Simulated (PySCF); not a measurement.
## Dipole response of In⁺ (indium, charge +1)

[Kr] 4d9 5s2 5p1, one real determinant (an excited configuration). Computed with PySCF 2.14 in aug-cc-pVQZ-PP with ECP28MDF (7s7p5d3f2g, 92 functions), with a scalar-relativistic core potential. Coupled (time-dependent) response in atomic units; α is the mean over directions.

```csv
method,mean α (bohr³),"α xx, yy, zz",C₆ (like pair),S(−4)
UHF,29.94,"28.62, 28.62, 32.57",238.8,293.2
PBE,27.85,"25.79, 25.79, 31.99",216.9,260.3
PBE0,28.01,"26.26, 26.26, 31.51",219.1,256.2
```

S(−4) is the Cauchy moment in α(ω) = α(0) + S(−4) ω² + …

Spin-orbit coupling is absent.

α(iu) at PBE0:

| u (hartree) | α(iu) (bohr³) |
| --- | --- |
| 0 | 28.01 |
| 0.0500 | 27.39 |
| 0.100 | 25.70 |
| 0.200 | 20.82 |
| 0.300 | 16.13 |
| 0.500 | 9.962 |
| 0.750 | 6.230 |
| 1.00 | 4.376 |
| 1.50 | 2.617 |
| 2.00 | 1.782 |
| 3.00 | 0.9875 |
| 5.00 | 0.4247 |

A single London oscillator, α(iu) = α/(1 + u²/ω²), gives C₆ = (3/4) ω α². Matching the computed C₆ needs ω = 4 × 219.1 / (3 × 28.01²) = 0.372 hartree.

For an ion, C₆ is the dispersion term alone; charge-induced terms of lower order in 1/R come first.

The components differ because the open shell of this determinant is not spherical; for a pure term their mean is the scalar polarisability.

⟨L²⟩ = 8.04 against 12 for a pure F term, so this real determinant mixes terms. Energies and moments cover only the electrons outside the core potential.
